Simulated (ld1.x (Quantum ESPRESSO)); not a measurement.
Mo, TM: configuration errors across variants

- Element: Mo
- Generator: ld1.x (Quantum ESPRESSO) 7.5
- Type: norm-conserving Troullier–Martins (Kleinman–Bylander form)
- Functional: LDA (PZ)
- Relativity: scalar-relativistic
- Frozen core: [Kr]
- Valence charge: 6
- Reference configuration: 4d5.5 5s0.5 5p0
- Partial waves: 5s (bound): rc 2.90 bohr; 5p (bound, empty): rc 3.05 bohr; 4d (bound): rc 1.35 bohr
- Local potential: all-electron potential smoothed inside 2.40 bohr (lloc = -1)
- Core correction: Bessel-smoothed model core inside 1.10 bohr

All-electron excitation energies from the reference (eV): (1) 4d5 5s0 5p0 6.876; (2) 4d4 5s0 5p0 22.579; (3) 4d2 5s0 5p0 89.237; (4) 4d5 5s0.5 5p0 2.554; (5) 4d5 5s0 5p1 2.935; (6) 4d5.5 5s0.5 5p0 spin -2.730; (7) 4d5 5s1 5p0 spin -4.233.

Spin tests fill each open shell by Hund’s rule, majority spin first.

Tests that are not counted but printed errors over 1 eV. “base”: 4d5 5s1 5p0 (solver errors, printed error +3.9 eV); 4d4 5s1 5p0 (solver errors, printed error -3.4 eV). “wave 5p (bound): rc 3.05 bohr becomes 5p (bound): rc 2.52 bohr”: 4d5 5s1 5p0 (solver errors, printed error +3.8 eV); 4d4 5s1 5p0 (solver errors, printed error -3.4 eV); 1 more. “wave 5p (bound): rc 3.05 bohr becomes 5p (bound): rc 2.94 bohr”: 4d5 5s1 5p0 (solver errors, printed error +3.9 eV); 4d4 5s1 5p0 (solver errors, printed error -3.4 eV). “wave 5p (bound): rc 3.05 bohr becomes 5p (bound): rc 3.54 bohr”: 4d5 5s1 5p0 (solver errors, printed error +3.9 eV); 4d4 5s1 5p0 (solver errors, printed error -3.4 eV); 1 more. “wave 5p (bound): rc 3.05 bohr becomes 5p (bound): rc 4.02 bohr”: 4d5 5s0.5 5p0 (solver errors, printed error -211 eV); 4d5 5s1 5p0 (solver errors, printed error +3.9 eV); 1 more.

A true bound ghost makes a file unfit for plane-wave use even where its test errors are small: the radial tests pick states by their node count and pass the ghost by. Where a test does run into it, the solver fails or the error is huge.

Errors AE − PS in meV (a dash: test not solved or not reliable):

```tsv
change	(1)	(2)	(3)	(4)	(5)	(6)	(7)	bound ghosts
base	-5.2	-112	-1642	+56	-7.9	+40	+78	s
wave 5p (bound): rc 3.05 bohr becomes 5p (bound): rc 2.52 bohr	-5.2	-112	-1642	–	-1.3	+40	+78	s
wave 5p (bound): rc 3.05 bohr becomes 5p (bound): rc 2.94 bohr	-5.2	-112	-1642	+56	-7.4	+40	+78	s
wave 5p (bound): rc 3.05 bohr becomes 5p (bound): rc 3.54 bohr	-5.2	-112	-1642	–	-9.2	+40	+78	s
wave 5p (bound): rc 3.05 bohr becomes 5p (bound): rc 4.02 bohr	-5.2	-112	-1642	–	-7.3	+40	+78	s
wave 5p (bound): rc 3.05 bohr becomes 5p (bound): rc 4.46 bohr	-5.2	-112	-1642	–	-3.9	+40	+78	s
```

(1) Give the same row for: wave 5p (bound): rc 3.05 bohr becomes 5p (bound): rc 2.16 bohr.

Results:

(1) -5.2, -112, -1642, –, -0.5, +40, +78; bound ghosts: p, s. Not counted: 4d5 5s1 5p0 (solver errors, printed error +3.9 eV); 4d4 5s1 5p0 (solver errors, printed error -3.4 eV).
